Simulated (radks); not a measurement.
Task: Species: Tb49+. Configuration: [Ne] 3s2 3p4 (the NIST ground configuration). Method: Dirac Kohn-Sham, PBE, spin-unpolarised, spherical densities, finite nucleus; open shells fill j = l - 1/2 first; Fermi nuclear charge, rms radius 5.06 fm; computed with a radial shooting solver on a logarithmic mesh with Libxc functionals.

Spin-orbit splittings of the eigenvalues, e(l+1/2) - e(l-1/2), with zeta = 2 splitting/(2l+1) and mean radii in bohr:

shell  occ.  splitting (eV)  zeta (eV)  <r> j=l-1/2  <r> j=l+1/2
2p        6           763.3      508.9      0.07498      0.08168
3p        4               ?          ?       0.2071       0.2173

Estimate the 3p splitting.

Result: 194.9 eV (zeta = 129.9 eV).
